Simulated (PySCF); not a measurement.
Cd(Me)2 (C2H6Cd), SMILES [CH3][Cd][CH3]. Atoms are numbered in the order given.

```xyz
9

Cd     0.0000     0.0000     0.0000
C      0.0000     0.0000    -2.1346
H      0.8836     0.5299    -2.5240
H     -0.9007     0.5003    -2.5240
H      0.0171    -1.0302    -2.5240
C      0.0000     0.0000     2.1346
H      0.8836    -0.5299     2.5240
H     -0.9007    -0.5003     2.5240
H      0.0171     1.0302     2.5240
```

Coordinates come from a B3LYP-D3(BJ)/def2-SVP optimisation. The isomer is the one that the SMILES or the coordinates give; other isomers of the formula were not compared. The def2 effective core potentials stand for the cores of Cd; spin–orbit coupling is left out.

Calculation: B3LYP-D3(BJ)/def2-SVP (PySCF).

Frequencies are harmonic and unscaled.

A small imaginary wavenumber (i) marks a very flat motion, where grid noise or a shallow saddle decides the sign.

Modes within 1.5 cm⁻¹ of each other (mostly degenerate sets) share a row, with their intensities summed.

**Question.** Give all harmonic wavenumbers and intensities. (An estimate is asked for; the answer gives what the named calculation found.)

**Answer.** 
```csv
mode,ν (cm⁻¹),IR (km/mol),Raman (Å⁴/amu),depolarisation,moving atoms (share of kinetic energy)
1,22i,0.0,0.0,–,H 100 %
2–3,126,3.0,0.0,–,"C 51 %, H 30 %, Cd 20 %"
4,456,0.0,70.1,0.23,"C 81 %, H 19 %"
5,521,49.3,0.0,–,"C 62 %, Cd 21 %, H 17 %"
6–7,633,0.0,3.5,0.75,"H 87 %, C 13 %"
8–9,712,135.3,0.0,–,"H 80 %, C 18 %"
10–11,1177,2.4,47.7,0.12,"H 84 %, C 16 %"
12–13,1434,0.0,38.7,0.75,H 95 %
14–15,1436,0.7,0.1,0.75,H 95 %
16,3026,39.4,0.0,–,H 97 %
17,3028,0.0,303.2,0.00,H 97 %
18–21,3124,41.0,481.3,0.75,"H 91 %, C 9 %"
```
